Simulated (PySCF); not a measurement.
InH3, SMILES [InH3]. Atoms are numbered in the order given.

```xyz
4

In     0.0000     0.0000     0.0000
H      1.7306     0.0000     0.0000
H     -0.8653     1.4987     0.0000
H     -0.8653    -1.4987     0.0000
```

Geometry optimised at B3LYP-D3(BJ)/def2-TZVPD. The def2 effective core potentials stand for the cores of In; spin–orbit coupling is left out.

All values below come from B3LYP/def2-TZVPD in PySCF.

Symmetry labels are those of the subgroup C2v that the program uses (full group D3h).

List the valence orbital energies around the gap with their symmetry. (An estimate is asked for; the answer gives what the named calculation found.)


```csv
orbital,symmetry,energy (eV)
HOMO−7,A1,-21.00
HOMO−6,A2,-20.79
HOMO−5,B2,-20.79
HOMO−4,B1,-20.68
HOMO−3,A1,-20.68
HOMO−2,A1,-11.80
HOMO−1,B1,-8.00
HOMO,A1,-8.00
LUMO,B2,-2.21
LUMO+1,A1,-0.28
LUMO+2,A1,0.36
LUMO+3,A1,0.79
```
